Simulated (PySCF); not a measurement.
SMILES CO[SiH2]C#N (C2H5NOSi) at its B3LYP/def2-SVP optimised geometry (Å):

```
10

C      1.4033     1.4895     0.1054
O      1.6278     0.2324    -0.5048
Si     1.0763    -1.2386     0.0000
C     -0.7973    -1.2386     0.0000
N     -1.9583    -1.2113    -0.0002
H      0.3324     1.7592     0.0962
H      1.7603     1.5061     1.1514
H      1.9583     2.2517    -0.4615
H      1.4856    -1.5625     1.3931
H      1.5319    -2.2517    -0.9747
```

Method: B3LYP/def2-TZVP in PySCF. Cells within 0.4 Å of a nucleus heavier than hydrogen are left out (blank, or x).

Map of the Laplacian of the electron density (e/bohr⁵), clipped to [-1.50, 1.50] on the plane z = 0.0 Å:

```
|555555555555555555555555555|
|555555555555555555555555555|
|555555555555555555555555555|
|555555555555555555555555555|
|555555555555555555555555555|
|555555555555555555555555555|
|555555555555555555555555555|
|555555555555554454345555555|
|55555555555555022x455555555|
|5555555555555543xxx55555555|
|555555555555555554455555555|
|555555555555555565565555555|
|555555555555555566565555555|
|555555555555555565565555555|
|555555555555555555555555555|
|555555545544455899555555555|
|5555551xx0xx2459xx755555555|
|5555551xx0xx1459xx855555555|
|555555545544445999555555555|
|555555555555555555555555555|
|555555555555555555555555555|
|555555555555555555555555555|
|555555555555555555555555555|
|555555555555555555555555555|
|555555555555555555555555555|
|555555555555555555555555555|
|555555555555555555555555555|
```
Scale: ten equal steps from -1.50 (start of '0') to 1.50 (end of '9'), in the order '0123456789'; x runs from -4.50 to 4.50, y from -4.50 (bottom) to 4.50 (top).
